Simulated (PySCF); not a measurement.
C2, SMILES [C]=[C] (connectivity only; charge and spin as stated), neutral, multiplicity 1. Geometry optimised at PBE0-D3(BJ)/def2-TZVPD.

All values below come from PBE0-D3(BJ)/def2-TZVPD (PySCF).

Harmonic wavenumbers (cm⁻¹): 1901. Rotational constants (GHz): 54.19 (linear); symmetry number 2.

Q: Work out the zero-point energy and the ideal-gas rigid-rotor harmonic-oscillator thermochemistry at 298.15 K and 1 atm.

A: ZPE = ½ Σ hcν = ½ × 1901 cm⁻¹ = 11.37 kJ/mol. H − E(el) = 20.05 kJ/mol. Entropy in J/(mol K): translation 148.39, rotation 41.98, vibration 0.01, total 190.38. G − E(el) = -36.71 kJ/mol. Cp = 29.17 J/(mol K).
